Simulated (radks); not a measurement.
The numbers below are computed, except where a source is named.
Ionisation of Si, [Ne] 3s2 3p2, to Si+, [Ne] 3s2 3p1, under several functionals. Non-relativistic Kohn-Sham, spin-unpolarised, spherical densities, point nucleus; a radial shooting solver on a logarithmic mesh with Libxc functionals.

functional                                        E(Si) (hartree)  Exc (hartree)  IE (eV)  -e(HOMO) (eV)  <r> HOMO (bohr)  IE error (eV)
RPBE                                                   -289.32696      -20.72372    7.744          4.085            2.802         -0.408
r2SCAN                                                 -289.30502      -20.71073    7.734          4.115            2.774         -0.418
LDA (Slater exchange, Perdew-Zunger correlation)       -288.19198      -19.54671    7.840          4.178            2.792         -0.312
B86b exchange with PBE correlation                     -289.33326      -20.73025    7.769          4.104            2.789         -0.383
XLYP                                                   -289.47254      -20.87048    7.628          3.966            2.821         -0.524
SCAN                                                   -289.34927      -20.75992    7.742          4.115            2.774         -0.410
TASK exchange with Perdew-Wang LDA correlation         -289.23070      -20.64099    7.830          4.235            2.725         -0.321
PBE                                                    -289.20275      -20.59469    7.751          4.090            2.794         -0.401
exchange-only r2SCAN                                   -288.80267      -20.19400    6.939          3.383            2.822         -1.213
PW91                                                   -289.33435      -20.73207    7.793          4.126            2.794         -0.359
Tao-Mo meta-GGA                                        -289.25307      -20.65119    7.670          4.007            2.771         -0.482
Wu-Cohen GGA                                           -288.97310      -20.36028    7.728          4.060            2.781         -0.423

NIST Atomic Spectra Database: 8.152 eV (measured). Closest: LDA (Slater exchange, Perdew-Zunger correlation). The Delta-SCF values span 0.90 eV, the total energies 1.28 hartree. The highest occupied level is 3p. Spin polarisation and multiplet splitting are left out, so open shells lie too high by an amount that depends on their filling.

Beside tabulated values, note that spin-unpolarised runs miss the spin-polarisation part of the exchange energy of open shells.
